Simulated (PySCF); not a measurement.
**TlC at PBE0**

Level: PBE0. Tl cc-pVTZ-PP with ECP60, C cc-pVTZ; scalar-relativistic core potentials (PySCF 2.14).

```json
{"state": "⁴Σ⁻ (quartet), unpaired electrons σ ↑, π ↑↑", "bond length": "2.274 Å", "harmonic wavenumber": "431 cm⁻¹", "force constant": "1.24 mdyn/Å", "rotational constant Be": "0.2876 cm⁻¹", "anharmonicity ωexe": "2.23 cm⁻¹", "vibration–rotation constant αe": "0.00228 cm⁻¹", "well depth De to Tl + C": "2.78 eV", "dissociation energy D0": "2.75 eV", "bond order (Mayer)": "1.19", "dipole moment (positive dipole means Tl(−)C(+))": "-3.20 D"}
```

Spin–orbit coupling is left out, which matters for elements this heavy, above all for dissociation energies. The state is the lowest determinant that a PBE0 search found; another state may lie lower at other levels.
